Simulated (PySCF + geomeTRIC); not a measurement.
Species: C2H2O, SMILES `C1=CO1` (charge 0, multiplicity 1).

Task: Give a relaxed geometry from r2SCAN-D4/def2-TZVP run with PySCF + geomeTRIC.

Result: the end point of this relaxation (outside a Z-matrix the atoms follow the SMILES, hydrogens last).
Bonds (Å): C1–C2 1.262, C1–O3 1.497, C1–H4 1.071, C2–O3 1.497, C2–H5 1.071. Bond angles (°): C2–C1–O3 65.1, C2–C1–H4 162.1, O3–C1–H4 132.9, C1–C2–O3 65.1, C1–C2–H5 162.1, O3–C2–H5 132.9, C1–O3–C2 49.9.
